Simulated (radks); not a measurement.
Results of a calculation; reference values are marked as such.
Problem. Zr31+, configuration [He] 2s2 2p5 (the NIST ground configuration). Code: a radial shooting solver on a logarithmic mesh with Libxc functionals. Model: non-relativistic Kohn-Sham, PBE, spin-polarised, spherical densities, point nucleus; open shells are filled with parallel spins first (spin-orbit coupling, left out, can overturn this in heavy ions); relativity is left out, which matters for an element this heavy. Some entries of the table are withheld. Estimate them.

orbital  occ.  eigenvalue (Ry)  <r> (bohr)
1s up       1        -1414.710     0.03810
1s down     1        -1414.195     0.03809
2s up       1        -296.5429      0.1624
2s down     1        -295.7263      0.1626
2p up       3        -284.6128         (1)
2p down     2        -283.6077         (2)

Solution. 
(1) 2p up <r> (bohr): 0.1387
(2) 2p down <r> (bohr): 0.1389
